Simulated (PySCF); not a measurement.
cyclooctane (C₈H₁₆), singlet, geometry from GFN2-xTB. Base run: B3LYP/STO-3G (PySCF).

Here is a job for PySCF.
```python
from pyscf import gto, scf, dft

mol = gto.M(
    atom='''
C    -0.34845370   -1.69363208   -0.61994618
C     0.95270599   -1.49246565    0.16399292
C     1.75448573   -0.22784866   -0.17849628
C     1.39003230    1.03174968    0.61436608
C     0.34481764    1.94950748   -0.02699018
C    -0.94208932    1.27417646   -0.50609141
C    -1.54974491    0.30928660    0.51944102
C    -1.61828747   -1.14026728    0.03381259
H    -0.50903001   -2.76681620   -0.75501876
H    -0.22673078   -1.27369534   -1.62005157
H     1.59799237   -2.34760722   -0.05388528
H     0.74518178   -1.51739110    1.23529972
H     2.80435450   -0.44991180    0.03030039
H     1.68074634   -0.02419121   -1.24829625
H     2.29444567    1.63225447    0.74545367
H     1.06918041    0.73835159    1.61553828
H     0.79992014    2.45506301   -0.88286516
H     0.09034871    2.72049027    0.70565515
H    -1.65930105    2.06145277   -0.74903997
H    -0.74148478    0.74136969   -1.43393769
H    -0.97511369    0.34946140    1.44313410
H    -2.56520093    0.62305279    0.77167208
H    -2.42992831   -1.23377906   -0.69312122
H    -1.87617795   -1.77114332    0.88863105
''',
    basis='sto-3g',
    verbose=5,
)

mf = dft.RKS(mol)
mf.xc = 'b3lyp'
mf.kernel()
```

The base run was repeated with changes; each row names its change, and settings that it needs were set with it.

```csv
change,ΔE vs base (mEh),fitting functions,dipole (D)
base,0.000,-,0.06
auxbasis = cc-pvtz-jkfit,-0.320,1112,0.06
auxbasis = def2-universal-jfit,___,568,0.06
auxbasis = even-tempered beta=1.6,-14.312,672,0.06
auxbasis = autoaux,___,___,0.06
auxbasis = default (with mf = mf.density_fit()),-2.251,888,0.06
auxbasis = even-tempered beta=2.0,___,___,0.06
auxbasis = def2-universal-jkfit,-2.251,888,0.06
only_dfj = on; auxbasis = def2-universal-jfit,-3.666,568,0.06
auxbasis = even-tempered beta=3.0,-30.354,312,0.07
```

**Question.** What belongs in the gaps?

**Answer.** 
- auxbasis = def2-universal-jfit, ΔE vs base (mEh): -2.881
- auxbasis = autoaux, ΔE vs base (mEh): -14.937
- auxbasis = autoaux, fitting functions: 640
- auxbasis = even-tempered beta=2.0, ΔE vs base (mEh): -14.819
- auxbasis = even-tempered beta=2.0, fitting functions: 480

A fitting set is made for a task (jfit for Coulomb, jkfit for Coulomb and exchange, ri for correlation) and for a family of orbital bases.
